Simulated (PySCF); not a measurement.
Unknown compound

Molecular formula: C$_{9}$H$_{9}$F. Simulated spectra:

$^{1}$H NMR (500 MHz, computed): δ 7.09 (m, 3H), 6.90 (m, 3H), 5.00 (m, 2H), 4.25 (m, 1H).

$^{13}$C{$^{1}$H} NMR (computed): δ 157.0 (CH, 3C), 155.4 (CH, 3C), 86.4 (CH2), 61.8 (C), 52.5 (CH).

- geometry: PBE0-D3(BJ)/def2-SVP
- σ from GIAO-CAM-B3LYP/pcSseg-1
- program: PySCF 2.14.0 with density-fitted response routines
- one averaged value for each set of equivalent atoms, one computed conformer, non-relativistic, isolated molecule

Shifts are taken against calculated references (same method and geometry level): TMS for $^{1}$H, $^{13}$C.

Task: Deduce the structure.

Result: 
- The formula gives 5 degrees of unsaturation (2 rings in the answer).
- 5 carbon signals for 9 carbons: some carbons are equivalent by symmetry or fast rotation.
- Carbon types of the structure: 1 × C, 7 × CH, 1 × CH2, which accounts for all hydrogens.
- δC 157.0, 155.4: alkene CH; an sp2 carbon of a C=C bond.
- δC 86.4: sp3 CH2 bonded to F; the inductive effect lowers its shielding.
- δC 61.8: allylic quaternary sp3 carbon.
- δC 52.5: allylic sp3 CH; aliphatic region, no heteroatom directly attached.
- δH 7.09, 6.90: hydrogen on an alkene CH; attached to an sp2 carbon and in the plane of the double bond.
- δH 5.00: hydrogen on an sp3 CH2 bonded to F; its carbon carries F, which withdraws density.
- δH 4.25: hydrogen on an allylic sp3 CH.

Structure: `FCC12C=CC(C=C1)C=C2`.

The data come from this structure; uniqueness wasn't tested.

Splittings by $^{19}$F in the carbon and heteronuclear signals aren't shown, as no couplings were computed. Shifts are as computed, not scaled to solution data. Of 1211 compounds with measured shifts, 218 miss one by over three times the rms of a fit or turn the order of signals round; such compounds aren't used in these exercises. No couplings were computed; multiplicities are counted from neighbouring protons, with m where these are inequivalent, close in shift, in a saturated or five-membered ring or joined by F or P, and br s for small geminal =CH2 splittings.
